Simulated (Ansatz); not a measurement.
Start from `[Cl][Sn]([Cl])([Br])[Br]` and change one atom or group to get `[Cl][Sn]([Cl])([Cl])[Br]`.

Ansatz, PBE0-D4/def2-TZVP geometries, multiplicity 1. 

Elements past krypton have def2 core potentials. Scalar relativity is left out up to krypton. Spin–orbit coupling is left out; it splits and shifts lone-pair levels of the heavy atoms by tenths of an eV.

```
                                          property  `[Cl][Sn]([Cl])([Br])[Br]`
               HOMO–LUMO gap (PBE/def2-TZVPP) / eV                        3.62
                 HOMO energy (PBE/def2-TZVPP) / eV                       -7.78
size of the dipole moment (ωB97M-V/def2-TZVPP) / D                        0.52
                 LUMO energy (PBE/def2-TZVPP) / eV                       -4.15
               HOMO energy (B3LYP/def2-TZVPP) / eV                       -8.81
              HOMO–LUMO gap (PBE0/def2-TZVPP) / eV                        5.77
```

Task: Give the same properties after the change, and the shifts. (Best estimate.)

Result: Ansatz gave: 
```csv
property,`[Cl][Sn]([Cl])([Cl])[Br]`,shift
HOMO–LUMO gap (PBE/def2-TZVPP) / eV,3.84,0.22
HOMO energy (PBE/def2-TZVPP) / eV,-7.95,-0.17
size of the dipole moment (ωB97M-V/def2-TZVPP) / D,0.47,-0.05
LUMO energy (PBE/def2-TZVPP) / eV,-4.11,0.04
HOMO energy (B3LYP/def2-TZVPP) / eV,-9.01,-0.20
HOMO–LUMO gap (PBE0/def2-TZVPP) / eV,6.04,0.27
```

With PBE0 the HOMO falls by 0.19 eV and the LUMO rises by 0.07 eV, so the gap widens by about 0.26 eV. PBE moves the HOMO by -0.17 eV and ωB97M-V by -0.22 eV. Dipoles are sizes alone; their direction can turn.

B3LYP here is the variant with VWN-RPA as its local correlation; programs differ in this.
